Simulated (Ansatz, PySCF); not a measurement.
Molecule: SO$_{3}$, net charge -1, doublet state. 
Structure (B3LYP-D3(BJ)/def2-TZVP (Ansatz, a first-principles code) minimum search):
```
S
O 1 1.4852
O 1 1.4852 2 113.70
O 1 1.4852 2 113.70 3 132.21
```
Charge -1, spin multiplicity 2.

Total electronic energies in hartree. Valence correlation only, unless marked. UHF or UKS for open shells. Spin-orbit coupling is left out. Non-relativistic. CBS(X,Y): correlation extrapolated as X^-3; Hartree-Fock from the larger set. The bracket is a focal-point correction in the basis named.

| level | program | energy (Eh) |
|---|---|---|
| HF/cc-pVTZ | Ansatz | -622.20626 |
| HF-D4/def2-TZVPD | PySCF + dftd4 | -622.25191 |
| RI-HF/cc-pV(T+d)Z | Ansatz | -622.22479 |
| revPBE-D4/def2-TZVPD | Ansatz + dftd4 | -623.90484 |
| r2SCANh/def2-TZVPD | Ansatz | ___ |
| CAM-B3LYP-D3(BJ)/def2-TZVPD | Ansatz + dftd3 | ___ |
| SCS-MP2/STO-3G | Ansatz | -614.32262 |
| CCSD(T)/cc-pwCVTZ | Ansatz | -623.16990 |
| RI-MP2/CBS(aug-cc-pV(T+d)Z,aug-cc-pV(Q+d)Z)+[CCSD(T)-MP2]/aug-cc-pV(D+d)Z | Ansatz | -623.3142 |

Q: Some entries are withheld; supply them.

A: 
- r2SCANh/def2-TZVPD, energy (Eh): -623.88071
- CAM-B3LYP-D3(BJ)/def2-TZVPD, energy (Eh): -623.97177
